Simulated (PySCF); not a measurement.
## Two-component Hartree-Fock for Nb(24+) (niobium, charge +24)

Start: [Ne] 3s2 3p5; 3p1/2 filled at m_j = +1/2; 3p3/2 filled at m_j = -3/2, -1/2, +1/2, +3/2. Calculated with PySCF 2.14 in an uncontracted even-tempered set (19 s from 3.2 bohr⁻², ratio 2.4; 14 p from 4.2 bohr⁻², ratio 2.4; 5 d from 18 bohr⁻², ratio 2.6; 4 f from 27 bohr⁻², ratio 2.6): generalised Hartree-Fock with the X2C-1e Hamiltonian and a Gaussian nucleus; one run each with spin-orbit coupling (SO) screened by Boettger's factors, then bare. This is a chosen level, not necessarily the ground level.

```csv
spinor shell,electrons,"ε, screened SO (eV)","ε, bare SO (eV)",weight of nominal j (bare SO),"rms radius, bare SO (bohr)"
1s1/2,2,-20153.4,-20153.4,1.000,0.0415
2s1/2,2,-3784.2,-3784.2,1.000,0.169
2p1/2,2,-3554.0,-3557.7,1.000,0.147
2p3/2,4,-3458.6,-3457.0,1.000,0.151
3s1/2,2,-1342.1,-1342.1,1.000,0.421
3p1/2,1,-1260.5,-1261.4,1.000,0.410
3p3/2,4,-1235.0,-1234.7,1.000,0.418
```

```
   quantity  screened SO      bare SO
E (hartree)  -3448.50679  -3448.52266
        M_J          1/2          1/2
       ⟨J²⟩        0.751        0.751
       ⟨L²⟩        2.007        2.007
       ⟨S²⟩        0.754        0.755
```

Each row is a mean over spinors that exchange with the open shell spreads, by up to 8.493 eV (2p1/2).

Breit and QED terms are absent; they matter most for the inner s and p1/2 levels.

Densities and radii are taken from the X2C orbitals without a picture-change correction, which distorts them close to the nucleus.
